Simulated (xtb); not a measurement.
A run for xtb: GFN1-xTB on TaSe, 2S+1 = 4, a spin state set in the input, which need not be the lowest, a point of a bond scan (R = 2.486 Å).

```
$ xtb mol.xyz --gfn 1 --sp --chrg 0 --uhf 3
2

Ta     0.00000000     0.00000000     0.00000000
Se     0.00000000     0.00000000     2.48592600
```

### Question
What total energy does the run end on?

### Answer
-5.1800 hartree.
